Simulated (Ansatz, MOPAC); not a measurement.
Molecule: Si2N2H7, net charge 0, doublet state. SMILES: N[SiH][SiH2]N

Atoms: N1, Si2, Si3, N4, H5, H6, H7, H8, H9, H10, H11. Bonds: N1-Si2, N1-H5, N1-H6, Si2-Si3, Si2-H7, Si3-N4, Si3-H8, Si3-H9, N4-H10, N4-H11.

Bond lengths (Å) and angles (degrees) optimised at AM1 with MOPAC; PM7 with MOPAC; PBE/6-31G* with Ansatz (a quantum-chemistry and plane-wave program), each started from the B3LYP-D3(BJ)/def2-TZVP structure (Ansatz) of the last column. A row stands for all coordinates that are equal there; 11 of 23 kinds are shown. 6-31G* holds six Cartesian d functions. No wavenumbers were computed at PBE/6-31G*, so these may be saddle points.

```tsv
coordinate	AM1	PM7	PBE/6-31G*	B3LYP-D3(BJ)/def2-TZVP
N1-Si2	1.672	1.727	1.761	1.730
N1-H5	0.984	1.007 to 1.010	1.021	1.008
Si2-Si3	2.435	2.156	2.350	2.340
Si2-H7	1.464	1.444	1.513	1.491
Si3-N4	1.691	1.794	1.763	1.735
Si3-H8	1.468	1.471	1.516	1.492
Si3-H9	1.468	1.468	1.506	1.486
N4-H10	0.983	1.014	1.023	1.009
N1-Si2-Si3	125.7	118.6	107.4	109.4
Si2-Si3-N4	116.8	109.7	104.8	105.0
Si2-N1-H5	124.2	124.0	117.4	120.4
```

A range marks coordinates that this level makes unequal.

Mean signed difference of all 10 bond lengths from B3LYP-D3(BJ)/def2-TZVP: AM1 -0.018 Å, PM7 -0.020 Å, PBE/6-31G* 0.019 Å.
